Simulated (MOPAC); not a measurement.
Input file for MOPAC: AM1 on H2INSn (SMILES [NH2][Sn][I]), a point of a torsion scan.

```
AM1 1SCF PRECISE CHARGE=0 THREADS=1
H2INSn

N     -0.85647407 1     0.01560327 1     0.12851301 1
Sn     0.89076163 1     1.06819806 1    -0.25043297 1
I     -0.11763434 1     3.09736713 1    -1.77356043 1
H     -1.01159440 1    -0.94845716 1    -0.13455148 1
H     -1.76080903 1     0.46288949 1     0.02306144 1
```

The log:

```
*******************************************************************************
 **                                                                           **
 **                              MOPAC v23.2.5                                **
 **                                                                           **
 *******************************************************************************
 ** MOPAC's Digital Object Identifier: https://doi.org/10.5281/zenodo.6511958 **
 **                                                                           **
 ** Please cite the open-source release paper for use of this MOPAC version:  **
 ** J. E. Moussa and J. J. P. Stewart (2026)                                  **
 ** MOPAC: An open-source semiempirical molecular orbital program             **
 ** J. Open Source Softw., 11(119), 8025, https://doi.org/10.21105/joss.08025 **
 *******************************************************************************

                              AM1 CALCULATION RESULTS

 *******************************************************************************
 *  AM1        - The AM1 Hamiltonian to be used
 *
 *
 *
 *                 CHARGE ON SYSTEM = 0
 *
 *
 *
 *  PRECISE    - TIGHTER CRITERIA TO BE USED
 *  1SCF       - DO 1 SCF AND THEN STOP
 *  THREADS=1  - MULTI-THREADING NOT USED
 *  T=         - A TIME OF 172800.0 SECONDS REQUESTED
 *  DUMP=N     - RESTART FILE WRITTEN EVERY 7200.0 SECONDS REQUESTED
 *******************************************************************************
AM1 1SCF PRECISE CHARGE=0 THREADS=1
 H2INSn

   ATOM   CHEMICAL          X               Y               Z
  NUMBER   SYMBOL      (ANGSTROMS)     (ANGSTROMS)     (ANGSTROMS)

     1       N         -0.85647407  *   0.01560327  *   0.12851301  *
     2      Sn          0.89076163  *   1.06819806  *  -0.25043297  *
     3       I         -0.11763434  *   3.09736713  *  -1.77356043  *
     4       H         -1.01159440  *  -0.94845716  *  -0.13455148  *
     5       H         -1.76080903  *   0.46288949  *   0.02306144  *



          CARTESIAN COORDINATES

    NO.       ATOM           X           Y           Z

     1         N         -0.8565      0.0156      0.1285
     2        Sn          0.8908      1.0682     -0.2504
     3         I         -0.1176      3.0974     -1.7736
     4         H         -1.0116     -0.9485     -0.1346
     5         H         -1.7608      0.4629      0.0231

  H: (AM1): M.J.S. DEWAR ET AL, J. AM. CHEM. SOC. 107 3902-3909 (1985)
  N: (AM1): M.J.S. DEWAR ET AL, J. AM. CHEM. SOC. 107 3902-3909 (1985)
 Sn: (AM1): J. J. P. STEWART, J. MOL. MOD., 10, 155-164 (2004)
  I: (AM1): M.J.S. DEWAR AND E. G. ZOEBISCH, THEOCHEM, 180, 1 (1988).

           Empirical Formula: H2 N Sn I  =     5 atoms



      MOLECULAR POINT GROUP   :   C1


      RHF CALCULATION, NO. OF DOUBLY OCCUPIED LEVELS = 9


 -------------------------------------------------------------------------------
 AM1 1SCF PRECISE CHARGE=0 THREADS=1
 H2INSn



     1SCF WAS SPECIFIED, SO BFGS WAS NOT USED
     SCF FIELD WAS ACHIEVED


                              AM1 CALCULATION
                                                       MOPAC v23.2.5 Linux




          FINAL HEAT OF FORMATION =         13.51671 KCAL/MOL =      56.55392 KJ/MOL


          COSMO AREA              =        128.64 SQUARE ANGSTROMS
          COSMO VOLUME            =        123.12 CUBIC ANGSTROMS

          IONIZATION POTENTIAL    =          8.616705 EV
          HOMO LUMO ENERGIES (EV) =         -8.617 -1.439
          NO. OF FILLED LEVELS    =          9
          MOLECULAR WEIGHT        =        261.6170         POINT GROUP:  C1

          MOLECULAR DIMENSIONS (Angstroms)

            Atom       Atom       Distance
            H     4    I     3     4.45581
            H     5   Sn     2     2.46464
           Sn     2    I     3     0.66549


          SCF CALCULATIONS        =          1





   ATOM   CHEMICAL          X               Y               Z
  NUMBER   SYMBOL      (ANGSTROMS)     (ANGSTROMS)     (ANGSTROMS)

     1       N         -0.85647407  *   0.01560327  *   0.12851301  *
     2      Sn          0.89076163  *   1.06819806  *  -0.25043297  *
     3       I         -0.11763434  *   3.09736713  *  -1.77356043  *
     4       H         -1.01159440  *  -0.94845716  *  -0.13455148  *
     5       H         -1.76080903  *   0.46288949  *   0.02306144  *

                             CARTESIAN COORDINATES

   1    N       -0.856474070     0.015603270     0.128513010
   2   Sn        0.890761630     1.068198060    -0.250432970
   3    I       -0.117634340     3.097367130    -1.773560430
   4    H       -1.011594400    -0.948457160    -0.134551480
   5    H       -1.760809030     0.462889490     0.023061440


           Empirical Formula: H2 N Sn I  =     5 atoms



      MOLECULAR POINT GROUP   :   C1


                  EIGENVALUES
 -31.75816 -27.97501 -15.87076 -15.52155 -12.11081 -10.04253  -9.36748  -9.18358
  -8.61671  -1.43916  -0.42087   0.68649   5.45023   6.10509


              NET ATOMIC CHARGES AND DIPOLE CONTRIBUTIONS

  ATOM NO.   TYPE          CHARGE      No. of ELECS.   s-Pop       p-Pop
    1          N          -0.702051        5.7021     1.57842     4.12364
    2         Sn           0.770092        3.2299     1.94392     1.28599
    3          I          -0.361673        7.3617     1.97469     5.38698
    4          H           0.151514        0.8485     0.84849
    5          H           0.142117        0.8579     0.85788
 DIPOLE           X         Y         Z       TOTAL
 POINT-CHG.     4.449    -1.856     1.639     5.092
 HYBRID        -3.194    -1.240    -0.029     3.426
 SUM            1.255    -3.096     1.610     3.709


          ATOMIC ORBITAL ELECTRON POPULATIONS

     Atom    s        px        py        pz
    1  N   1.57842   1.22187   1.14576   1.75601
    2 Sn   1.94392   0.50946   0.42645   0.35008
    3  I   1.97469   1.92704   1.71738   1.74257
    4  H   0.84849
    5  H   0.85788

 **********************
 *                    *
 * JOB ENDED NORMALLY *
 *                    *
 **********************




 == MOPAC DONE ==
```

The run finished.

Cost: about 0.03 core-seconds (a rough figure).
